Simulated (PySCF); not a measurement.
Computed shifts of a molecule C4H9FSi, PBE0/pcSseg-1 (PySCF), GIAO, gas phase, atoms alike by connectivity averaged where their shifts nearly agree, in ppm (number of nuclei): ¹⁹F: -204.0 (1). ²⁹Si: 46.6 (1). ¹³C: 30.9 (2), 17.2 (2). ¹H: 5.67 (1), 2.30 (1), 2.24 (1), 1.68 (1), 1.36 (1), 1.34 (1), 1.25 (1), 0.96 (1), 0.53 (1). References: ¹⁹F against CFCl3 (σ = 167.2 ppm); ²⁹Si against TMS (σ = 352.7 ppm); ¹³C against TMS (σ = 186.3 ppm); ¹H against TMS (σ = 31.56 ppm), references at their B3LYP-D3(BJ)/def2-TZVP geometries, non-relativistic. Geometry optimised at B3LYP-D3(BJ)/def2-SVP. One conformer was computed; it need not be the lowest.

Identify the compound among the candidates.
A. C[C@]1([SiH3])C[C@H]1F
B. C=C(F)[C@H](C)[SiH3]
C. F[SiH]1CCCC1
D. C[C@@H]1CC[Si@@H]1F

C, F[SiH]1CCCC1
